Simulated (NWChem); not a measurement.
# ZnOH, doublet; SMILES [OH][Zn]

```xyz
3

Zn     0.0389    -0.3841     0.0000
O     -0.1350     1.4246     0.0000
H      0.7237     1.8656     0.0000
```
Atoms are numbered in this order, from 1.

Level: PBE0/def2-SVP, spin-unrestricted (NWChem), optimised geometry, unscaled harmonic frequencies. In the optimisation the excess spin sits in a' (Cs, its own frame). The spin multiplicity was typed, not searched, and may not be the lowest.

List the harmonic frequencies with IR intensities, and the thermochemistry.


```csv
frequency (cm⁻¹),IR intensity (km/mol)
601,59.0
709,40.5
3868,29.8
```

```yaml
zero_point_energy: 7.4 kcal/mol
thermal correction to the enthalpy at 298.15 K (with zero-point energy): 9.9 kcal/mol
heat capacity Cv: 7.8 cal/(mol K)
"entropy at 298.15 K and 1 atm (symmetry number 1, electronic part: spin degeneracy alone)": 60.1 cal/(mol K)
dipole_moment: 2.26 D
```

Rigid rotor and harmonic oscillator.
